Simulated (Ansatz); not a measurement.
CH$_{3}$KS, SMILES `C[S][K]`. The species carries charge 0 and has multiplicity 1. The structure was optimised at the PBE0-D4/def2-TZVP level.

```xyz
6

C     0.620   -0.354   -0.214
S    -1.039   -0.503    0.515
K    -2.523    1.864    0.810
H     1.083   -1.342   -0.269
H     1.274    0.284    0.387
H     0.585    0.051   -1.229
```

(1) What is the dipole moment at PBE/def2-TZVPP? (Estimate.)

(2) And with r2SCAN, B3LYP, ωB97M-V? (Estimate.)

(3) Give the Mulliken charges with PBE, ωB97M-V, B3LYP in def2-TZVPP. (Estimate.)

## Answers

(1) Ansatz gave: 8.86 D, with components (-4.35, 7.68, 0.76) D in this frame, pointing from negative to positive charge.

(2) Computed: r2SCAN 9.70 D, B3LYP 9.34 D, ωB97M-V 9.84 D.

(3) Computed: 
```tsv
atom	PBE	ωB97M-V	B3LYP
C1	-0.28	-0.36	-0.28
S2	-0.61	-0.61	-0.62
K3	0.60	0.65	0.63
H4	0.10	0.12	0.10
H5	0.09	0.10	0.08
H6	0.09	0.10	0.08
```

B3LYP here is the variant with VWN-RPA as its local correlation; programs differ in this.
